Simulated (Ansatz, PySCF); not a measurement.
arsenic trifluoride (AsF3), SMILES F[As](F)F.

Coordinates come from a ωB97X-D3(BJ)/def2-SVP optimisation.

Vertical ionisation energy (IE) and electron affinity (EA) in eV. Rows of orbital energies are one-electron estimates. Where ΔSCF, EOM or ADC give a negative EA the extra electron is unbound and the value depends on the basis.

| level | IE | EA |
|---|---|---|
| −ε(HOMO), −ε(LUMO), B3LYP/def2-TZVPD (PySCF) | 9.84 | 1.53 |
| −ε(HOMO), −ε(LUMO), PBE/def2-TZVPD (PySCF) | 8.58 | 2.08 |
| ΔSCF, ωB97X-V/def2-SVPD (Ansatz), final states of multiplicity 2 and 2 | ___ | ___ |
| ΔSCF, PBE/def2-SVPD (Ansatz), final states of multiplicity 2 and 2 | 12.40 | -0.87 |

Problem. Fill in the missing entries. (Estimate from the structure and the level; the computed values follow.)

Solution. 
- ΔSCF, ωB97X-V/def2-SVPD (Ansatz, a program for electronic structure), final states of multiplicity 2 and 2, IE: 12.87
- ΔSCF, ωB97X-V/def2-SVPD (Ansatz), final states of multiplicity 2 and 2, EA: -0.96

Problem. What vertical singlet–triplet gap does ΔSCF give with ωB97X-V/def2-SVPD (Ansatz) and with PBE/def2-SVPD (Ansatz)? (An estimate is asked for; the answer gives what the named calculation found.)

Solution. 6.25 and 5.91 eV (triplet above singlet where positive).
